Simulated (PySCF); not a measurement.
# I⁴⁰⁺: ionisation energy

I⁴⁰⁺ [Ne] 3s2 3p1 (2P) → I⁴¹⁺ [Ne] 3s2 (1S), as a difference of total energies. Calculation: PySCF 2.14, in an even-tempered Gaussian basis (18 s from 6.9 bohr⁻², ratio 2.5; 12 p from 9 bohr⁻², ratio 2.5; 4 d from 37 bohr⁻², ratio 2.7; 4 f from 55 bohr⁻², ratio 2.7); the spin-free X2C one-electron Hamiltonian (Gaussian nucleus). Correlated levels: outer shells: 1s2 frozen; virtual orbitals above 40 to 60 times the deepest correlated orbital energy dropped. The calculations carry no spin-orbit coupling.

```tsv
method	ionisation energy (eV)
UHF	2875.4
MP2 (outer shells)	2875.9
SCS-MP2 (outer shells)	2875.7
CCSD (outer shells)	2875.8
CCSD(T) (outer shells)	2875.8
```

A first-order spin-orbit estimate (lowest level to lowest level, LS coupling) adds 48.276 eV.

Breit and QED terms and the two-electron picture change are absent.

First order in ζ underestimates the shift of j = l − 1/2 levels at high Z.

For comparison: 2926 ± 4 eV (theoretical estimate listed by NIST; NIST Atomic Spectra Database, ionization energies).
